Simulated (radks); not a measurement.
Results of a calculation; reference values are marked as such.
All-electron atom: the copper ion Cu23+ in [He] 2s2 2p2. Code: a radial shooting solver on a logarithmic mesh with Libxc functionals. Model: scalar-relativistic Kohn-Sham, BLYP, spin-polarised, spherical densities, finite nucleus; open shells are filled with parallel spins first; Fermi nuclear charge, rms radius 3.8823 fm.

Unscreened Slater integrals over Kohn-Sham orbitals (hartree). They are taken over the spin-up orbitals.

| integral | value |
|---|---|
| F0(2p,2p) | 4.8169 |
| F2(2p,2p) | 2.3065 |
| F0(2p,2s) | 4.3838 |
| G1(2p,2s) | 2.4708 |
| F0(2p,1s) | 6.5142 |
| G1(2p,1s) | 1.2307 |
| F0(2s,2s) | 4.1128 |
| F0(2s,1s) | 5.7625 |
| G0(2s,1s) | 0.57143 |
| F0(1s,1s) | 18.104 |

Derived for the open shells (J is the average intra-shell exchange parameter used in DFT+U). 2p: J = F2/5 = 0.4613 hartree; in LS coupling 1D lies 6 F2/25 = 0.5536 hartree above 3P.
